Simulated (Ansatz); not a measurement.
`[Cl][Hf]12345678([Cl])([C@H]9[C@@H]1[C@@H]2[C@@H]3[C@H]94)[C@H]1[C@@H]5[C@@H]6[C@@H]7[C@H]18`, charge 0, multiplicity 1.

(1) Give a relaxed structure at PBE0-D4/def2-TZVP (the Gaussian-basis code of Ansatz). (An estimate is asked.)

## Answers

(1) Ansatz gave: 
```xyz
23

Cl   -2.8335    0.4360   -0.4745
Hf   -0.5260    0.3929    0.2205
Cl   -0.5822    2.1143    1.9066
C    -0.3196    1.3063   -2.1352
C     0.5366    0.1898   -2.0306
C     1.5799    0.5274   -1.1328
C     1.3443    1.8318   -0.6653
C     0.1639    2.3112   -1.2807
C     0.3399   -1.9571    0.3310
C    -1.0469   -2.0523    0.5389
C    -1.3486   -1.4296    1.7734
C    -0.1461   -0.9621    2.3293
C     0.9004   -1.2617    1.4314
H    -1.2217    1.3564   -2.7236
H     0.4306   -0.7421   -2.5659
H     2.4097   -0.1051   -0.8570
H     1.9385    2.3664    0.0601
H    -0.3007    3.2673   -1.0946
H     0.8825   -2.3455   -0.5174
H    -1.7642   -2.4935   -0.1363
H    -2.3352   -1.3049    2.1927
H    -0.0469   -0.4159    3.2537
H     1.9452   -1.0301    1.5762
```
Point group C2.
This is one stationary point; other conformers may exist.
